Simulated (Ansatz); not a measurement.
Consider the germylene formation by 1,1-elimination: `[F][GeH2][I]` → `[F][GeH]` + HI.

Calculated with Ansatz (gas phase, PBE0-D4/def2-TZVP geometries, no zero-point term in ΔE). CCSD(T)/CBS is the MP2 limit (def2-TZVPP, def2-QZVPP) plus CCSD(T) − MP2 in def2-TZVPP, frozen cores. DFT in def2-TZVPP. def2 core potentials past Kr. For Ge, I outer-core shells are correlated without core-valence functions, which leaves a few kJ/mol of doubt a bond. Scalar relativity is left out up to krypton.

| level | ΔE (kJ/mol) |
| --- | --- |
| r2SCAN-D4 | 210.8 |
| CAM-B3LYP-D4 | 187.9 |

Problem. What does CCSD(T)/CBS give? (Estimate.)

Solution. Computed: +198.0 kJ/mol. The listed levels differ from it by 12.8, -10.1 kJ/mol.

Problem. What do rigid-rotor, harmonic-oscillator terms from PBE0-D4/def2-TZVP frequencies (298.15 K, 1 bar) make of the CCSD(T)/CBS value? (Estimate.)

Solution. Computed: ΔZPE = -15.7 kJ/mol, ΔH = +187.0 kJ/mol, ΔS = 144 J/(mol·K), ΔG = +144.2 kJ/mol.

Largest T1 diagnostic among the species: 0.014.

In def2-TZVPP, CCSD(T) changes the Hartree–Fock value by +8.0 kJ/mol (the triples alone add +2.4 kJ/mol) and MP2 by +27.7 kJ/mol. From r2SCAN to r2SCAN0 (25 % exact exchange), in def2-TZVPP and without D4, ΔE moves by +7.5 kJ/mol. At CCSD(T), def2-SVP lies −6.2 kJ/mol from the extrapolated value and def2-TZVPP +2.4 kJ/mol.
